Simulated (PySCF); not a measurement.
Compound: C4H11B2N.
InChI=1S/C4H11B2N/c5-7(6)4-2-1-3-4/h4H,1-3,5-6H2

Torsions of this conformer, `[BH2:1][N:2]([BH2:3])[CH:4]1[CH2:5][CH2:6][CH2:7]1`: B1–N2–C4–C5 40°.

The closed-shell ground state was solved at several levels (PySCF, density fitting, gas phase, non-relativistic). The structure is a single PBE0-D3(BJ)/def2-SVP conformer in the gas phase; no vibrational or solvent corrections.

```tsv
level	basis functions	HOMO (eV)	LUMO (eV)	gap (eV)	dipole (D)
wB97X-D/def2-SVPD	228	-10.11	0.71	10.82	1.69
PBE0/pcSseg-1	174	-8.29	-1.20	7.09	1.72
wB97X-D/pcSseg-1	174	-10.12	0.72	10.84	1.68
```

(1) Estimate the row for B3LYP/pcJ-1, a basis of 299 functions; the other rows only guide the guess.

(2) Over all these levels, which gives the widest orbital gap and which the narrowest?

(3) How far do the dipole and the HOMO energy spread over the levels?

Results:

(1) HOMO -8.06 eV, LUMO -1.40 eV, gap 6.66 eV, dipole 1.75 D.

(2) wB97X-D/pcSseg-1 (range-separated hybrid) has the widest, 10.84 eV, and B3LYP/pcJ-1 (global hybrid, 20 % exact exchange) the narrowest, 6.66 eV. Functional and basis both differ between the two, so the spread mixes both effects.

(3) The dipole runs from 1.68 to 1.75 D (mean 1.71 D) and the HOMO from -10.12 to -8.06 eV.
